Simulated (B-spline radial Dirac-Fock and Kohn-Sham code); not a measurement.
# Dipole and non-dipole photoemission parameters of Se⁺ 4p3/2

System: selenium as Se⁺, [Ar] 3d10 4s2 4p3; threshold 18.50 eV (orbital energy of the model). Level of theory: Dirac-Hartree-Slater photoionisation with a Latter tail; cross sections with all multipoles, angular parameters from the dipole term and its interference with E2; a radial finite-basis atomic code.

Input of the calculation (task.json; shells as n, l, electrons):

```json
{"items": [{
  "Z": 34,
  "q": 1,
  "cfg": [[1, 0, 2], [2, 0, 2], [2, 1, 6], [3, 0, 2], [3, 1, 6], [3, 2, 10], [4, 0, 2], [4, 1, 3]],
  "A": 80,
  "rrms": 4.14,
  "do": "xps",
  "hv": [52.8, 53.0, 53.6, 54.5, 58.6, 89.2, 113.0, 148.0, 150, 183.0, 216.0, 235.0, 296.0, 312.0, 400, 492.0, 905.0, 1486.9, 2000, 2170.0, 3450.0, 4000, 4100.0, 4430.0, 5414.7, 6000, 7580.0, 9580.0, 9990.0, 15000]
}]}
```

Command: `python xray2_run.py task.json out`

```tsv
hν (eV)	σ (kb)	β	γ	δ
52.8	143	0.380	0.137	-0.007
53	141	0.366	0.135	-0.007
53.6	137	0.326	0.128	-0.006
54.5	132	0.268	0.116	-0.005
58.6	113	0.049	0.067	0.001
89.2	73.4	0.110	-0.009	0.025
113	64.3	0.570	0.080	0.021
148	53.1	0.971	0.150	0.012
150	?	?	?	?
183	44.7	1.196	0.157	0.006
216	38.1	1.330	0.140	0.002
235	34.8	1.386	0.126	0.001
296	26.6	1.506	0.076	-0.001
312	24.9	1.527	0.064	-0.001
400	17.9	1.604	0.013	-0.001
492	13.2	1.644	-0.016	0.000
905	4.53	1.666	0.031	0.003
1486.9	1.59	1.608	0.221	0.009
2000	0.799	1.547	0.386	0.015
2170	0.655	1.528	0.438	0.017
3450	0.198	1.391	0.761	0.037
4000	0.132	1.340	0.869	0.046
4100	0.123	1.330	0.887	0.048
4430	0.0989	1.302	0.944	0.054
5414.7	0.0555	1.222	1.090	0.072
6000	0.0411	1.179	1.164	0.083
7580	0.0203	1.077	1.326	0.112
9580	0.00981	0.969	1.482	0.148
9990	0.00859	0.949	1.509	0.155
15000	0.00229	0.753	1.740	0.242
```

Q: Give the values at 150 eV.

A: σ = 52.5 kb, β = 0.987, γ = 0.151, δ = 0.011.
